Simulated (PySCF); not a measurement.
Spin-rotation constants: `InChI=1S/C5H8O2SSi/c1-5(6)3-4-9(7)8-2/h7,9H,1-2H3/t9-/m0/s1`

Cartesian coordinates in Å; atom numbers follow the order of the lines, from 1:
```xyz
17

C    -2.060   -1.254    1.759
S    -2.754   -1.136    0.084
Si   -1.966    0.772   -0.527
O    -2.384    1.035   -2.065
C    -0.130    0.620   -0.298
C     1.041    0.413   -0.075
C     2.435    0.189    0.213
C     3.311    0.252   -1.011
O     2.837   -0.029    1.331
H    -2.491   -0.480    2.386
H    -2.326   -2.233    2.143
H    -0.980   -1.150    1.713
H    -2.504    1.879    0.239
H    -2.579    0.326   -2.673
H     2.992   -0.505   -1.725
H     4.349    0.087   -0.735
H     3.203    1.226   -1.485
```

Theory: PySCF 2.14.0, GIAO BHandHLYP/pcSseg-1 magnetisability, rotational g tensor and spin-rotation constants, non-relativistic, gas phase. Geometry: GFN2-xTB.

Task: Give the nuclear spin-rotation constants along the inertial axes (H = +C I·J) beside the isotropic shieldings.

Result: Rotational constants 1.7821, 0.5545, 0.4539 GHz. A star marks the isotopologue with that one atom substituted, in its own axes.
```tsv
atom	isotope	Caa (kHz)	Cbb (kHz)	Ccc (kHz)	mean (kHz)	σ (ppm)
H10	1H	-0.180	-0.056	0.004	-0.077	29.9
H11	1H	-0.177	-0.010	-0.035	-0.074	29.8
H12	1H	0.036	-0.053	-0.051	-0.023	29.6
H13	1H	-0.148	-0.052	0.020	-0.060	26.9
H14	1H	-0.209	-0.064	-0.003	-0.092	29.7
H15	1H	-0.174	-0.061	0.008	-0.076	29.5
H16	1H	0.052	-0.058	-0.052	-0.019	29.7
H17	1H	-0.211	0.008	-0.039	-0.081	29.4
C1	13C*	0.225	0.074	0.061	0.120	174.7
S2	33S*	0.363	0.057	0.091	0.170	688.1
Si3	29Si*	-1.133	-0.298	-0.268	-0.566	386.1
O4	17O*	-0.128	-0.043	-0.034	-0.068	305.1
C5	13C*	0.223	0.189	0.156	0.189	85.9
C6	13C*	0.099	0.209	0.183	0.164	79.6
C7	13C*	1.006	0.206	0.123	0.445	-4.5
C8	13C*	0.274	0.097	0.079	0.150	151.2
O9	17O*	-1.390	-0.490	-0.108	-0.663	-379.5
```
For the geometry as given, no vibrational averaging.
